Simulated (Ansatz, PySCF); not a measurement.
System: CH2O3 (charge 0, singlet). 
Structure (B3LYP-D3(BJ)/def2-TZVP (Ansatz, a quantum-chemistry and plane-wave program) minimum search):
```
C
O 1 1.2025
O 1 1.3386 2 125.65
H 3 0.9673 1 106.70 2 0.00
O 1 1.3386 2 125.65 3 180.00
H 5 0.9673 1 106.70 2 0.00
```
Charge 0, spin multiplicity 1.

Total electronic energies in hartree. Cores are frozen in the correlated levels unless marked. Spin-orbit coupling is left out. No relativistic terms. Basis-set limits of correlation are two-point, X^-3; Hartree-Fock from the larger set. [CCSD(T)-MP2]/basis is that difference in the basis named.

```csv
level,program,energy (Eh)
HF/cc-pwCVTZ,Ansatz,-263.76161
HF/def2-TZVPD,PySCF,-263.77175
HF-D3(BJ)/def2-TZVPD,PySCF + dftd3,-263.79790
RI-HF/aug-cc-pVQZ,Ansatz,-263.78183
PBE-D3(BJ)/def2-TZVPD,Ansatz + dftd3,-264.85877
PBE-D4/def2-TZVPD,Ansatz + dftd4,-264.85873
revPBE-D3(BJ)/def2-TZVPD,Ansatz + dftd3,?
r2SCAN-D4/def2-TZVPD,Ansatz + dftd4,?
B3LYP-D3(BJ)/def2-TZVPD,Ansatz + dftd3,-265.13399
BHLYP-D3(BJ)/def2-TZVPD,Ansatz + dftd3,-264.99565
BHLYP/def2-TZVPD,Ansatz,-264.99227
TPSSh-D4/def2-TZVPD,PySCF + dftd4,-265.12615
M06-2X/def2-TZVPD,PySCF,-265.02807
B2GP-PLYP/def2-TZVPD,Ansatz,-264.90756
B2PLYP/def2-TZVPD,Ansatz,-264.95585
MP2/6-31G,Ansatz,-263.96067
MP2/aug-cc-pVDZ,Ansatz,-264.41855
RI-MP2/cc-pVQZ,Ansatz,-264.70704
"RI-MP2/CBS(cc-pVTZ,cc-pVQZ)",Ansatz,-264.7560
CCSD/aug-cc-pVTZ,Ansatz,-264.64152
CCSD(T)/cc-pVDZ,Ansatz,-264.38498
"RI-MP2/CBS(aug-cc-pVTZ,aug-cc-pVQZ)+[CCSD(T)-MP2]/aug-cc-pVDZ",Ansatz,-264.7927
"RI-MP2/CBS(aug-cc-pVTZ,aug-cc-pVQZ)+[CCSD(T)-MP2]/aug-cc-pVTZ",Ansatz,-264.7956
```

What belongs in the gaps?


- revPBE-D3(BJ)/def2-TZVPD, energy (Eh): -265.05977
- r2SCAN-D4/def2-TZVPD, energy (Eh): -265.00206
